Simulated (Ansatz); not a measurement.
Basis sets compared for the cluster B₁₃⁺. The state is a singlet with charge 1. Geometry r2SCAN-D4/def2-SVP. Ansatz on 4 threads of Arm Neoverse V2 on a shared host; times are rough, and most runs start from earlier orbitals.

```xyz
13

B    -1.843   -0.079   -0.271
B     0.610   -0.946   -1.682
B    -0.969   -1.090   -1.175
B     0.258   -1.738   -0.213
B    -1.428   -0.178    1.388
B     0.270    1.793    0.468
B    -1.259    1.280    0.503
B    -1.191   -1.479    0.450
B     1.439   -0.521   -0.172
B     1.546    1.229   -0.441
B     1.518    0.330   -1.723
B    -0.203    0.819    1.760
B     1.253    0.579    1.108
```

The structure comes from a short search, and lower isomers may exist.

| level | functions | energy (Eh) | HOMO (eV) | LUMO (eV) | wall time |
| --- | --- | --- | --- | --- | --- |
| HF/STO-3G | 65 | -316.0660 | -10.62 | -2.09 | 0.45 s |
| HF/6-31G | 117 | -320.0033 | -12.75 | -5.17 | 1.3 s |
| PBE-D4/def2-SVP | 182 | -321.8013 | -10.37 | -8.97 | 3.1 s |
| PBE0-D4/def2-SVP | 182 | -321.8389 | -11.24 | -8.27 | 4 s |

Task: Estimate the rows for PBE-D4/def2-TZVP, PBE0-D4/def2-TZVP.

Result: 
| level | functions | energy (Eh) | HOMO (eV) | LUMO (eV) | wall time |
| --- | --- | --- | --- | --- | --- |
| PBE-D4/def2-TZVP | 403 | -322.1197 | -10.36 | -8.95 | 8.5 s |
| PBE0-D4/def2-TZVP | 403 | -322.1550 | -11.21 | -8.22 | 17 s |
